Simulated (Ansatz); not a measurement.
```yaml
crystal:
  periodic: [false, false, false]
  atoms:
    - {symbol: C, position_ang: [-1.672502, 2.866352, 0.460113]}
    - {symbol: O, position_ang: [-1.402880, 1.628490, 0.342503]}
    - {symbol: Zr, position_ang: [-0.529611, 0.175196, -0.213621]}
    - {symbol: O, position_ang: [-1.558792, -0.793884, -1.302650]}
    - {symbol: C, position_ang: [-1.948201, -1.323942, -2.391780]}
    - {symbol: N, position_ang: [-0.416083, -0.889638, 1.343920]}
    - {symbol: C, position_ang: [-0.241275, -0.393973, 2.557942]}
    - {symbol: C, position_ang: [-0.357426, -2.211030, 1.324610]}
    - {symbol: C, position_ang: [0.873383, 1.657737, -1.390536]}
    - {symbol: C, position_ang: [0.810088, 0.586629, -2.107506]}
    - {symbol: C, position_ang: [1.376550, -0.376462, -1.437840]}
    - {symbol: C, position_ang: [1.815032, 0.102091, -0.311067]}
    - {symbol: C, position_ang: [2.553338, -0.570719, 0.629060]}
    - {symbol: C, position_ang: [1.479319, 1.357754, -0.277047]}
    - {symbol: H, position_ang: [-0.894569, 3.444312, 0.172411]}
    - {symbol: H, position_ang: [-2.471594, 3.117743, -0.102327]}
    - {symbol: H, position_ang: [-1.887062, 3.093038, 1.419646]}
    - {symbol: H, position_ang: [-2.726441, -0.815436, -2.784092]}
    - {symbol: H, position_ang: [-2.247942, -2.274689, -2.236171]}
    - {symbol: H, position_ang: [-1.208445, -1.341791, -3.080623]}
    - {symbol: H, position_ang: [0.657983, -0.646966, 2.953149]}
    - {symbol: H, position_ang: [-0.300659, 0.610542, 2.547083]}
    - {symbol: H, position_ang: [-0.949232, -0.728689, 3.200368]}
    - {symbol: H, position_ang: [-1.068706, -2.622209, 1.917018]}
    - {symbol: H, position_ang: [-0.505919, -2.562966, 0.393619]}
    - {symbol: H, position_ang: [0.536305, -2.563373, 1.650255]}
    - {symbol: H, position_ang: [0.499056, 2.547082, -1.629433]}
    - {symbol: H, position_ang: [0.378205, 0.501495, -2.998752]}
    - {symbol: H, position_ang: [1.474623, -1.319101, -1.741509]}
    - {symbol: H, position_ang: [2.320611, -1.546726, 0.650950]}
    - {symbol: H, position_ang: [3.535991, -0.495779, 0.422574]}
    - {symbol: H, position_ang: [2.406552, -0.197069, 1.548903]}
    - {symbol: H, position_ang: [1.670296, 1.985967, 0.470823]}
basis:
  gaussian: {orbitals: LANL2DZ}
hamiltonian: {xc: {name: PBEsol}}
accuracy: high
output: {forces: true}
```

```sh
$ ansatz run in.yaml --threads 11 --pin off --events-out ev --progress --plain --max-ram 166912MiB --backend cpu
```

How does Ansatz answer? (Estimate.)

Ansatz gave: The input was rejected before any iteration.
```
Error: <dir> can't be read: No such file or directory (os error 2)
```
